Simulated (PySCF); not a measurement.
Potential energy surface of Ga2O, singlet: map of symmetric stretch and bend. Scanned: O-Ga bond length and Ga-O-Ga angle.

Cartesian coordinates as functions of the variables (Å; names that start with a are angles):
```
O  0  0  0
Ga  r*sin(a/2)  0  r*cos(a/2)
Ga  -r*sin(a/2)  0  r*cos(a/2)
```

Level of theory: r2SCAN/cc-pVDZ in PySCF.

Energy in kcal/mol above the lowest grid point; x is the O-Ga bond length (Å), y the Ga-O-Ga angle (°).

```csv
y \ x,1.55,1.64,1.73,1.82,1.91,2,2.09,2.18,2.28,2.37,2.46
180,58.7,21.8,4.5,0.0,3.8,12.9,25.2,39.4,56.1,71.3,86.2
171.36,58.9,21.9,4.6,0.0,3.8,12.9,25.2,39.3,56.0,71.2,86.1
162.73,59.2,22.2,4.7,0.1,3.9,12.9,25.1,39.2,55.9,71.0,85.9
154.09,60.0,22.7,5.1,0.3,4.0,12.9,25.1,39.1,55.6,70.7,85.5
145.45,61.2,23.6,5.7,0.7,4.2,13.0,25.0,38.9,55.4,70.4,85.1
136.82,63.2,25.0,6.7,1.4,4.6,13.2,25.1,38.8,55.1,70.0,84.6
128.18,66.2,27.3,8.4,2.6,5.4,13.7,25.4,38.9,55.0,69.8,84.3
119.55,70.6,30.6,10.9,4.5,6.8,14.6,25.9,39.2,55.1,69.7,84.0
110.91,77.1,35.5,14.6,7.3,8.9,16.1,27.0,39.9,55.5,69.8,84.0
102.27,86.4,42.6,20.0,11.4,12.0,18.6,28.8,41.2,56.4,70.4,84.4
93.64,100.3,52.9,27.8,17.4,16.7,22.2,31.6,43.4,57.9,71.6,85.2
85,122.7,69.3,39.9,26.5,23.6,27.5,35.8,46.7,60.4,73.5,86.7
```

Points that lie below all their neighbours on the grid: x = 1.82, y = 180 on the edge of the grid (0.0 kcal/mol).
